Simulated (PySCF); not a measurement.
**Energy profile**

The step: GaH₂Br ([GaH2][Br]) → GaH + HBr; bonds formed: Br2–H3; bonds broken: Ga1–Br2, Ga1–H3 (atoms numbered as in the saddle structure below).

Ga1  (-0.682, 0.149, 0.660)
Br2  (1.538, -0.029, -1.050)
H3  (0.896, 0.701, 0.406)
H4  (-1.751, -0.822, -0.016)
(Å)

Electronic energies by CCSD(T) at an estimated basis limit (MP2 extrapolated from triple and quadruple zeta, plus CCSD(T) − MP2 in triple zeta), on PBE0-D4/def2-TZVP structures; GaH2Br, closed shell; no counterpoise correction. Program: PySCF 2.14 with density fitting (its default auxiliary sets; JK sets also for MP2 and CCSD(T)). Basis: def2-TZVPP and def2-QZVPP. Cores are frozen in the correlated methods. Filled d shells of the heavier atoms are correlated. The def2 sets are not built for correlating such inner shells, so the correlated values are less sure here. Extrapolation: Hartree–Fock as exp(−7.88 √X), correlation as X^−2.97.

(1) Give the profile in kJ/mol, counted from the start structure. (To be estimated.)

No T1 diagnostic of these runs exceeds 0.014. The restricted Hartree–Fock reference is unstable towards an unrestricted one at one or more of these structures.

Answers

(1) By the calculation:
```
                                                     point  kJ/mol
                                           start structure     0.0
                                                    saddle   227.9
                                             end structure   196.3
separated: GaH (Ga1, H4; singlet) + HBr (Br2, H3; singlet)   208.1
```

Labels in which every atom is bracketed show which atoms are joined, not bond orders.

For scale, one of the runs: CCSD(T)/def2-TZVPP, 124 basis functions, launched by `OMP_NUM_THREADS=4 python run.py`. Hardware: 4 CPU threads of an Arm Neoverse V1, shared host. Wall time 120 s; peak host memory 0.78 GiB.
